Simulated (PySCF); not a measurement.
C₂H₆BeSe.

```xyz
10

Be    -0.0382    -0.5494    -0.3790
C     -0.6318    -1.7324    -1.4261
C     -2.0618    -1.5373    -1.9734
H     -0.5653    -2.7153    -0.9147
H      0.0764    -1.8236    -2.2763
H     -2.1551    -0.5954    -2.5389
H     -2.8060    -1.4997    -1.1605
H     -2.3613    -2.3552    -2.6509
Se     0.7077     0.8987     0.8656
H      0.0652     0.2488     2.0246
```

Geometry optimised at TPSSh-D3(BJ)/def2-SVP. The structure was generated by enumeration; whether it is a known compound was not checked. The values are those of a single conformer.

All values below come from B3LYP/pcSseg-1 (PySCF). Non-relativistic, no solvent.

Question: Give the absolute GIAO shielding of each atom: isotropic value and principal components (ppm). (Estimate from the structure and the level; the computed values follow.)

Answer: 
```
atom  σ(iso)     σ11     σ22     σ33   span
----  ------  ------  ------  ------  -----
Be1     74.4    33.4    33.7   156.2  122.8
C2     173.9   163.9   172.9   184.9   21.0
C3     168.5   162.1   163.2   180.2   18.1
H4      31.2    27.2    30.0    36.3    9.1
H5      31.2    27.0    30.0    36.4    9.4
H6      30.3    26.2    28.8    35.9    9.7
H7      30.4    26.2    29.0    35.9    9.7
H8      30.1    25.3    27.9    37.2   11.9
Se9   2158.6  2000.6  2122.6  2352.8  352.2
H10     31.3    22.9    26.0    45.0   22.1
```
